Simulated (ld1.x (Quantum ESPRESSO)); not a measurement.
## Varying the TM potential for gold (Au)

Base potential:

```
Element                 : Au
Generator               : ld1.x (Quantum ESPRESSO) 7.5
Type                    : norm-conserving Troullier–Martins (Kleinman–Bylander form)
Functional              : BLYP
Relativity              : scalar-relativistic
Frozen core             : [Kr] 4d10 4f14
Valence charge          : 19
Reference configuration : 5s2 5p6 5d10 6s1 6p0
Partial waves           : 5p (bound): rc 1.90 bohr; 5d (bound): rc 1.30 bohr; 5s (bound): rc 1.40 bohr
Local potential         : the s channel
Core correction         : a·sin(br)/r model core inside 0.95 bohr
```

Occupied shells without a wave of their own: 6s. They enter only through the test configuration that unscreens the potential, and ld1.x also counts them in the model core charge.

All-electron outer shells of the reference configuration (BLYP, scalar-relativistic, ld1.x):

```
shell  level (eV)  outermost node (bohr)  outermost maximum (bohr)
   4d     -325.74                   0.20                      0.41
   5s     -108.36                   0.48                      0.84
   4f      -81.03                      –                      0.37
   5p      -59.70                   0.52                      0.96
   5d       -6.77                   0.56                      1.21
   6s       -5.78                   1.11                      2.32
   6p       -0.82                   1.32                      3.69
```

Cutoffs, loose and tight: the cutoffs (Ry, on a coarse ladder) from which the occupation-weighted sum of valence levels, in a spherical-Bessel basis at the reference potential, stays within 10 and 1 mRy of its value at 400 Ry. They do not see the model core or the augmentation charge, which bear on the density cutoff. Test errors are all-electron minus pseudo excitation energies from the reference, over the configurations 5s2 5p6 5d10 6s0 6p0; 5s2 5p6 5d9 6s0 6p0; 5s2 5p6 5d8 6s0 6p0; 5s2 5p6 5d7 6s0 6p0; 5s1 5p6 5d10 6s1 6p0; 5s2 5p6 5d10 6s0 6p1; 5s2 5p6 5d9 6s1 6p1. A dash means not determined; rows that change the core or the reference have their own tests. The largest error is taken over the tests solved by every variant that gives reliable tests at all: 5s2 5p6 5d10 6s0 6p0; 5s2 5p6 5d8 6s0 6p0; 5s2 5p6 5d9 6s0 6p0.

With those shells counted twice in exchange and correlation these files are broken, and their errors move erratically; no question is asked of them.

Cutoffs are not given where the Bessel-basis levels miss the radial ones by over 6 mRy, ghosts where they miss by over 20 mRy; a channel whose overlap is not positive is not tested.

A file whose overlap is not positive is unfit for use, and its test errors describe a broken file.

| change | outcome | cutoff, loose | cutoff, tight | bound ghosts | largest test error (meV) |
| --- | --- | --- | --- | --- | --- |
| base | generated, misses its reference levels by 1.66 eV | 90 Ry | 140 Ry | none | -3849 |
| core correction a·sin(br)/r model core inside 1.54 bohr | generated, misses its reference levels by 1.66 eV | 90 Ry | 140 Ry | none | -3841 |
| type PAW; waves now 5s (bound): rcut 1.20, rcutus 1.40 bohr; 6s (bound): rcut 1.20, rcutus 1.40 bohr; 5p (bound): rcut 1.65, rcutus 1.90 bohr; 6p (bound): rcut 1.65, rcutus 1.90 bohr; 5d (bound): rcut 1.15, rcutus 1.30 bohr; 5d channel at 2.4 Ry: rcut 1.15, rcutus 1.30 bohr; local potential all-electron potential smoothed inside 1.20 bohr (lloc = -1); augmentation BESSEL, radius 0.95 bohr | generated, overlap not positive | – | – | not determined (overlap not positive) | +7.5 |
| local potential the d channel | generated, misses its reference levels by 0.77 eV | 90 Ry | 140 Ry | none | +1568 |
| reference 5s2 5p6 5d10 6s0 6p0 | generated | 90 Ry | 140 Ry | none | +2237 |
| wave 5d (bound): rc 1.30 bohr becomes 5d (bound): rc 1.00 bohr | generated, misses its reference levels by 1.66 eV | 160 Ry | 260 Ry | none | -3842 |
| all radii but the core radius scaled by about 0.97 (s 1.36, p 1.84, d 1.26 bohr) | generated, misses its reference levels by 1.37 eV | 90 Ry | 140 Ry | none | -3241 |
| wave 5p (bound): rc 1.90 bohr becomes 5p (bound): rc 1.50 bohr | generated, misses its reference levels by 1.66 eV | 90 Ry | 140 Ry | none | -3852 |
| core [Xe] 4f14, valence charge 11; reference 5d10 6s1 6p0; waves now 6p (bound): rc 3.10 bohr; 5d (bound): rc 1.95 bohr; 6s (bound): rc 2.40 bohr; core correction a·sin(br)/r model core, default radius (core density twice the valence density) | generated | 45 Ry | 70 Ry | none | -994 |
| wave 5s (bound): rc 1.40 bohr becomes 5s (bound): rc 1.38 bohr | generated, misses its reference levels by 1.66 eV | 90 Ry | 140 Ry | none | -3849 |
| functional PBE | generated, misses its reference levels by 1.68 eV | 90 Ry | 140 Ry | none | -3922 |
| functional LDA (PZ) | generated, misses its reference levels by 1.71 eV | 90 Ry | 140 Ry | none | -4033 |
